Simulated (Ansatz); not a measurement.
Basis sets compared for InGaN2. Charge 0, multiplicity 1. Geometry PBE-D4/def2-SVP. Ansatz on 2 threads of Intel Xeon Platinum 8488C on a shared host; times are rough, and most runs start from earlier orbitals.

```csv
atom,x (Å),y (Å),z (Å)
Ga1,-1.3543,1.6749,0.2424
In2,1.4373,-1.7775,-0.2572
N3,-0.4940,-0.3379,0.1685
N4,0.4110,0.4405,-0.1536
```

In the def2 sets In takes a core potential; there is no spin–orbit coupling. The structure comes from a short search, and lower isomers may exist.

Binding counts from free atoms (Ga doublet, In doublet, N quartet) in the same basis, without a counterpoise term.

```json
{"level": "PBE-D4/def2-SVP", "functions": "86", "energy (Eh)": "-2223.7591", "HOMO (eV)": "-3.78", "LUMO (eV)": "-2.30", "binding per atom (eV)": "3.03", "wall time": "0.8 s"}
{"level": "PBE-D4/def2-TZVP", "functions": "160", "energy (Eh)": "-2224.1379", "HOMO (eV)": "-3.74", "LUMO (eV)": "-2.30", "binding per atom (eV)": "3.00", "wall time": "1.4 s"}
{"level": "r2SCAN-D4/def2-TZVP", "functions": "160", "energy (Eh)": "-2224.5273", "HOMO (eV)": "-3.91", "LUMO (eV)": "-2.14", "binding per atom (eV)": "2.68", "wall time": "2.9 s"}
{"level": "PBE0-D4/def2-SVP", "functions": "86", "energy (Eh)": "-2223.7716", "HOMO (eV)": "-4.62", "LUMO (eV)": "-1.62", "binding per atom (eV)": "2.71", "wall time": "1.3 s"}
{"level": "PBE0-D4/def2-TZVP", "functions": "160", "energy (Eh)": "-2224.1499", "HOMO (eV)": "-4.56", "LUMO (eV)": "-1.62", "binding per atom (eV)": "2.70", "wall time": "2.3 s"}
```

Problem. Estimate the rows for PBE-D4/def2-TZVPD, r2SCAN-D4/def2-TZVPD, PBE0-D4/def2-TZVPD.

Solution. 
| level | functions | energy (Eh) | HOMO (eV) | LUMO (eV) | binding per atom (eV) | wall time |
| --- | --- | --- | --- | --- | --- | --- |
| PBE-D4/def2-TZVPD | 184 | -2224.1388 | -3.75 | -2.30 | 3.00 | 2.2 s |
| r2SCAN-D4/def2-TZVPD | 184 | -2224.5282 | -3.91 | -2.13 | 2.68 | 3.6 s |
| PBE0-D4/def2-TZVPD | 184 | -2224.1507 | -4.56 | -1.63 | 2.70 | 3.4 s |
